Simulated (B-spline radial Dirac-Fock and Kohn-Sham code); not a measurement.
Z = 29 (copper), transition energy 224 keV. Calculated with a radial finite-basis atomic code, using a Dirac-Hartree-Slater potential of the neutral atom with a Latter tail (no hole, which puts coefficients of high multipoles low close above an edge), finite nucleus with surface currents. Subshells that would emit electrons below 1 keV are left out.

Problem. A pure transition shows α(K) = 0.00597, L1/L2 = 41.9 and L1/L3 = 89.8. What is its multipolarity?
A. M2
B. E1
C. E2
D. M3
E. M1
F. E4
G. E3
H. M4

Solution. E. For comparison, α(K), L1/L2, L1/L3 are E1 0.00440, 55.8, 32.3; E2 0.0263, 17.7, 14.2; E3 0.133, 6.35, 6.12; E4 0.645, 2.90, 3.05; M2 0.0324, 21.8, 39.5; M3 0.167, 13.4, 13.7; M4 0.855, 9.16, 6.45.
